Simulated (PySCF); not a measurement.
F2GeH4Si. Atoms are numbered in the order given.

```xyz
8

Si    -1.0429     0.3849     0.0000
F     -1.7017    -0.3191     1.3008
F     -1.7017    -0.3191    -1.3008
Ge     1.2902    -0.0339     0.0000
H     -1.4567     1.8118     0.0000
H      1.9299     0.5893    -1.2520
H      1.9299     0.5893     1.2520
H      1.5432    -1.5494     0.0000
```

Geometry: PBE0-D3(BJ)/def2-SVP. The structure was generated by enumeration, and PubChem lists no compound with its InChIKey, so it may never have been made.

All values below come from TDA-PBE/def2-SVPD (PySCF 2.14.0).

Vertical excitations. Isolated molecule, no solvent. State labels are in the subgroup Cs.

| state | symmetry | energy (eV) | λ (nm) | f | main pairs |
|---|---|---|---|---|---|
| S1 | A" | 6.53 | 190 | 0.010 | HOMO→LUMO 96 % |
| S2 | A' | 6.62 | 187 | 0.032 | HOMO→LUMO+1 93 % |
| S3 | A' | 7.00 | 177 | 0.096 | HOMO→LUMO+2 84 % |
| S4 | A" | 7.56 | 164 | 0.000 | HOMO−2→LUMO 61 %, HOMO−1→LUMO+1 38 % |
| S5 | A' | 7.57 | 164 | 0.107 | HOMO→LUMO+3 64 %, HOMO−1→LUMO 22 % |
| S6 | A" | 7.76 | 160 | 0.003 | HOMO−1→LUMO+1 56 %, HOMO−2→LUMO 32 % |
| S7 | A' | 7.79 | 159 | 0.008 | HOMO−2→LUMO+1 45 %, HOMO−1→LUMO 39 %, HOMO−2→LUMO+2 9 % |
| S8 | A" | 7.94 | 156 | 0.000 | HOMO→LUMO+4 97 % |
| S9 | A' | 8.21 | 151 | 0.062 | HOMO→LUMO+5 79 % |
| S10 | A' | 8.35 | 149 | 0.094 | HOMO−2→LUMO+2 75 % |
| T1 | A" | 5.83 | 213 | 0 | HOMO→LUMO 99 % |
| T2 | A' | 5.86 | 212 | 0 | HOMO→LUMO+1 99 % |
| T3 | A' | 6.51 | 191 | 0 | HOMO→LUMO+2 92 % |
| T4 | A' | 6.91 | 179 | 0 | HOMO→LUMO+3 83 % |
Triplets are in the Tamm–Dancoff approximation.
